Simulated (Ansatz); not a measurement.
A nudged elastic band was laid between two geometries of CH$_{4}$ClNSi (8 atoms, charge 0, multiplicity 1).

All numbers below come from Ansatz, RKS BLYP/def2-SVP.

```yaml
movable_images: 7
climbing_image: yes
spring: 5.0 eV/Å²
optimiser: quadratic models (default)
start_path: IDPP
force_threshold: 0.05 eV/Å
iteration_limit: 51
end_points: relaxed
```

First end point:

```xyz
8
Properties=species:S:1:pos:R:3
N -0.133 1.486 -0.982
C -0.413 0.355 -0.498
Si 0.660 -0.604 0.769
Cl -1.945 -0.594 -0.939
H -0.831 1.852 -1.655
H 1.037 -1.919 0.162
H -0.162 -0.833 1.999
H 1.879 0.201 1.088
```

Last end point:

```xyz
8
Properties=species:S:1:pos:R:3
N -0.585 1.375 -1.216
C -0.640 0.271 -0.596
Si 0.551 -0.552 0.669
Cl -2.077 -0.798 -0.899
H 0.275 1.895 -0.965
H 1.029 -1.858 0.118
H -0.173 -0.770 1.960
H 1.711 0.380 0.874
```

**Question.** What changes between the two ends?

**Answer.** No bond is made or broken. The dihedral H5–N1–C2–Cl4 changes from 0 to -180° by way of a nearly straight angle H5–N1–C2 (up to 173°), not by a turn about the bond.

**Question.** What energy profile does the band end with?

**Answer.** The forces met the threshold. The highest image is number 4 of 0 to 8, 17.8 kcal/mol above the first end and 14.5 kcal/mol above the last; the last end lies 3.3 kcal/mol above the first. A vibrational analysis at the climbing image gives one clearly imaginary mode, 813i cm⁻¹: a first-order saddle point.

```
image  path coordinate (Å)  energy (kcal/mol)  angle H5–N1–C2 (°)
    0                 0.00                0.0                 115
    1                 0.24                1.7                 124
    2                 0.48                6.6                 138
    3                 0.72               13.7                 160
    4                 0.95               17.8                 173
    5                 1.23               13.1                 143
    6                 1.51                6.7                 123
    7                 1.79                4.0                 114
    8                 2.07                3.3                 111
```

**Question.** What is the geometry of the highest image?

**Answer.** 
```xyz
8
Properties=species:S:1:pos:R:3:forces:R:3
N -0.499 1.417 -1.038 0.00 0.01 0.01
C -0.523 0.350 -0.463 0.01 -0.02 -0.01
Si 0.672 -0.641 0.669 -0.01 0.01 0.00
Cl -2.114 -0.863 -0.600 0.00 0.00 0.00
H -0.367 2.318 -1.464 0.00 0.00 0.00
H 1.001 -1.933 -0.005 0.00 0.00 0.00
H 0.000 -0.872 1.983 0.00 0.00 0.00
H 1.922 0.168 0.863 0.00 0.00 0.00
```

**Question.** What are the harmonic wavenumbers there?

**Answer.** 813i, 126, 164, 300, 343, 381, 547, 613, 646, 695, 888, 917, 927, 1900, 2156, 2196, 2207, 3778 cm⁻¹.

Time of the run: 3.9 min on 1 thread of AMD EPYC 7R43 64-Core Processor (Zen 3), with other jobs on the host, peak memory 0.13 GiB.
